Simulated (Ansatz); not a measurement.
Isolated molecules relaxed with PBE0-D4/def2-TZVP in Ansatz; ΔE leaves out vibrations. CCSD(T)/CBS adds triple-zeta CCSD(T) − MP2 to the extrapolated MP2 energy (def2 sets, frozen cores). This one scheme is used for every species. DFT in def2-TZVPP. B3LYP here is the variant with VWN-RPA as its local correlation; programs differ in this. HSE06 is defined as in plane-wave codes. Each species was taken in one conformer, which may not be the lowest.

Consider the formal hydrolysis of the Si–N bond: `N[Si](N)(N)Cl` + H₂O → `N[Si](N)(O)Cl` + NH₃.

| level | ΔE (kJ/mol) | difference from CCSD(T)/CBS |
| --- | --- | --- |
| PBE0-D4 | -50.4 | 1.5 |
| r2SCANh-D4 | -55.8 | -3.9 |
| BHLYP-D4 | -55.1 | -3.2 |
| PBE-QIDH | -53.3 | -1.4 |
| BLYP | -56.7 | -4.8 |
| B3LYP | -56.5 | -4.6 |
| HSE06 | -52.3 | -0.4 |
| BHLYP | -57.8 | -5.9 |
| CCSD/def2-TZVPP | -55.5 | -3.6 |
| MP2/def2-QZVPP | -52.0 | -0.1 |
| CCSD(T)/CBS | -51.9 | 0 |

Largest T1 diagnostic among the species: 0.010.

Leaving LDA and LC-ωPBE aside and taking each functional with its dispersion term where it has one, the values, not all of them listed here, spread over 11.6 kJ/mol, from B97M-V to revPBE-D4. In def2-TZVPP, CCSD(T) changes the Hartree–Fock value by +5.9 kJ/mol (the triples alone add +0.6 kJ/mol) and MP2 by +7.0 kJ/mol. The D4 term adds +3.4 kJ/mol with B3LYP and +1.9 kJ/mol with PBE0; it sums over pairs of atoms, weighted by their polarisabilities, and B3LYP, whose exchange is more repulsive, gets the larger term.
